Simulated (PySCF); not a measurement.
The dipole of CH2Cl6Si2 ((Cl3Si)2CH2) from its density and from atomic charges.

Coordinates (PBE0-D3(BJ)/def2-SVP, Å) and charges (e) from the PBE0/pcSseg-1 density (PySCF):

```
atom       x       y       z  Mulliken      IAO  Hirshfeld  ESP-fitted
 Si1   1.138   0.826   0.800   +0.9778  +1.0732    +0.3730     +0.1293
 Cl2   1.526   2.838   0.878   -0.2677  -0.2802    -0.1061     -0.0813
 Cl3   0.474   0.227   2.639   -0.2509  -0.2717    -0.0961     -0.0470
 Cl4   2.876  -0.160   0.372   -0.2526  -0.2739    -0.1002     -0.0524
  C5  -0.132   0.511  -0.519   -0.8498  -0.8943    -0.2610     -0.2576
 Si6  -1.042  -1.109  -0.533   +0.9770  +1.0731    +0.3730     +0.1207
 Cl7   0.213  -2.691  -0.204   -0.2509  -0.2713    -0.0961     -0.0453
 Cl8  -1.933  -1.353  -2.362   -0.2673  -0.2799    -0.1058     -0.0794
 Cl9  -2.499  -1.110   0.900   -0.2532  -0.2748    -0.1008     -0.0506
 H10   0.373   0.630  -1.493   +0.2189  +0.1998    +0.0602     +0.1843
 H11  -0.896   1.304  -0.447   +0.2188  +0.2001    +0.0599     +0.1794
```

Task: What dipole does each set of charges give (1 e·Å = 4.803 D), and what does the density give?

Result: The full density gives (-0.30, 1.15, -1.17) D, 1.67 D in size; dipole vectors point from the negative to the positive end.

| scheme | μx | μy | μz | size (D) | share of the full size (%) | angle to the full dipole (°) |
| --- | --- | --- | --- | --- | --- | --- |
| Mulliken | -0.31 | 1.22 | -1.24 | 1.77 | 106 | 0 |
| IAO | -0.28 | 1.09 | -1.11 | 1.58 | 95 | 0 |
| Hirshfeld | -0.10 | 0.40 | -0.42 | 0.59 | 35 | 1 |
| ESP-fitted | -0.30 | 1.17 | -1.18 | 1.69 | 101 | 0 |

Task: Which set comes closest?

Result: Length of the difference vector: ESP-fitted 0.02 D, IAO 0.09 D, Mulliken 0.10 D, Hirshfeld 1.08 D. Closest: ESP-fitted. 

Task: What is left for the Hirshfeld atoms' own dipoles?

Result: The shares of the density sum to the whole, so what Σ q r misses lies in dipoles about the nuclei. The atomic dipoles sum to (-0.30, 1.15, -1.17) − (-0.10, 0.40, -0.42) = (-0.20, 0.75, -0.75) D, 1.08 D in size.

Task: With the origin at the mean of the coordinates, (0.009, -0.008, 0.003) Å, which are the largest single terms, by size, of the Mulliken dipole along the direction of the full one?

Result: C5 -3.06, Cl3 +2.13, Cl7 +2.10, H10 +1.50, H11 +1.45 D; all 11 atoms together +1.77 D. The single terms depend on the origin, their sum doesn't.

Task: Give the size of the full dipole in other units.

Result: 1.67 D = 0.657 au = 0.348 e·Å = 5.57 × 10⁻³⁰ C·m.

Geometry: PBE0-D3(BJ)/def2-SVP; no solvent, vibrations or thermal averaging.
